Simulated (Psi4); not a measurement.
methanol (CH4O), singlet, geometry from GFN2-xTB; CAM-B3LYP/6-31G* in Psi4.

Input for Psi4:
```
memory 2 GB

molecule mol {
0 1
C    -0.057749    0.657503    0.006238
O    -0.034981   -0.748578   -0.007589
H    -1.106104    0.950101    0.004072
H     0.880174   -1.047950   -0.006134
H     0.421826    1.061888    0.904334
H     0.430444    1.079565   -0.878988
}

set {
  basis 6-31g*
  reference rks
  scf_type dfdirj+cosx
}

energy('cam-b3lyp')
print_variables()
```

The log (banner, timings and long lists left out):

```
   => Loading Basis Set <=

    Name: 6-31G*
    Role: ORBITAL
    Keyword: BASIS

Traceback (most recent call last):
  File "psi4", line 375, in <module>
  File "<string>", line 28, in <module>
  File "site-packages/psi4/driver/driver.py", line 533, in energy
  File "site-packages/psi4/driver/procrouting/proc.py", line 2760, in run_scf
  File "site-packages/psi4/driver/procrouting/proc.py", line 1939, in scf_helper
  File "site-packages/psi4/driver/procrouting/proc.py", line 1433, in scf_wavefunction_factory
  File "site-packages/psi4/driver/procrouting/proc.py", line 1397, in build_functional_and_disp
  File "site-packages/psi4/driver/procrouting/dft/superfunctionals.py", line 135, in build_superfunctional

psi4.driver.p4util.exceptions.ValidationError: SCF: SCF_TYPE (DFDIRJ+COSX) not supported for range-separated functionals, plese use SCF_TYPE = 'DF' to automatically select the correct JK build.

Printing out the relevant lines from the Psithon --> Python processed input file:
    ""","mol")
    core.IO.set_default_namespace("mol")
    core.set_global_option("BASIS", "6-31g*")
    core.set_global_option("REFERENCE", "rks")
    core.set_global_option("SCF_TYPE", "dfdirj+cosx")
--> energy('cam-b3lyp')
    print_variables()

!----------------------------------------------------------------------------------!
!                                                                                  !
!  SCF: SCF_TYPE (DFDIRJ+COSX) not supported for range-separated functionals,      !
!     plese use SCF_TYPE = 'DF' to automatically select the correct JK build.      !
!                                                                                  !
!----------------------------------------------------------------------------------!
```

The input was rejected before any calculation.
